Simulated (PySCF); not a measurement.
Electron correlation in Ga¹⁵⁺ (gallium, charge +15)

[Ne] 3s2 3p4, high-spin 3P determinant. Calculation: PySCF 2.14, in an even-tempered Gaussian basis (19 s from 0.93 bohr⁻², ratio 2.5; 12 p from 1.2 bohr⁻², ratio 2.5; 5 d from 7.8 bohr⁻², ratio 2.7; 4 f from 12 bohr⁻², ratio 2.7); scalar relativity by spin-free X2C-1e. Frozen: 1s2; 14 electrons correlated; the 22 highest virtual orbitals of each spin left out.

```csv
level,correlation energy (mhartree)
CCSD,-542.37
(T),-2.73
CCSD(T),-545.10
```

Diagnostics: T1 = 0.0019, D1 = 0.0083, largest double amplitude 0.032.

Spin-orbit coupling is strong in this species (close to jj coupling), so the high-spin LS determinant is a model state, not a physical level.

Cost of the coupled-cluster step: roughly 70 core-seconds, for 14 correlated electrons.

Iterations:

```
CC2 = 0
CCSD nocc = (np.int64(8), np.int64(6)), nmo = (85, 85)
frozen orbitals [[0, 86, 87, 88, 89, 90, 91, 92, 93, 94, 95, 96, 97, 98, 99, 100, 101, 102, 103, 104, 105, 106, 107], [0, 86, 87, 88, 89, 90, 91, 92, 93, 94, 95, 96, 97, 98, 99, 100, 101, 102, 103, 104, 105, 106, 107]]
max_cycle = 100
direct = 0
conv_tol = 1e-08
conv_tol_normt = 1e-06
diis_space = 8
diis_start_cycle = 0
Init t2, MP2 energy = -0.524480729576068
Init E_corr(UCCSD) = -0.524480729576171
cycle = 1  E_corr(UCCSD) = -0.537914826712456  dE = -0.0134340971  norm(t1,t2) = 0.0171265
cycle = 2  E_corr(UCCSD) = -0.541318650516648  dE = -0.0034038238  norm(t1,t2) = 0.00457701
cycle = 3  E_corr(UCCSD) = -0.542386017231065  dE = -0.00106736671  norm(t1,t2) = 0.00135694
cycle = 4  E_corr(UCCSD) = -0.542370845676226  dE = 1.51715548e-05  norm(t1,t2) = 9.16345e-05
cycle = 5  E_corr(UCCSD) = -0.54237001663095  dE = 8.29045276e-07  norm(t1,t2) = 7.12094e-06
cycle = 6  E_corr(UCCSD) = -0.542370401872047  dE = -3.85241097e-07  norm(t1,t2) = 1.26126e-06
cycle = 7  E_corr(UCCSD) = -0.542370371690547  dE = 3.01815001e-08  norm(t1,t2) = 1.10027e-07
cycle = 8  E_corr(UCCSD) = -0.542370371714841  dE = -2.42941223e-11  norm(t1,t2) = 1.82799e-08
UCCSD converged
E(UCCSD) = -1832.308363687341  E_corr = -0.5423703717148411
UCCSD(T) correction = -0.00272901646306416
```

At this charge the one-electron X2C treatment keeps the bare 1/r₁₂, with no two-electron picture change or Breit term. The effect here is smaller than on the frozen 1s shell; and a scalar Hamiltonian misses the large spin-orbit splitting of the p shells, which matters for ns² → np² pairs.

Spin-orbit coupling is strong in this species, so the high-spin LS determinant is a model state.
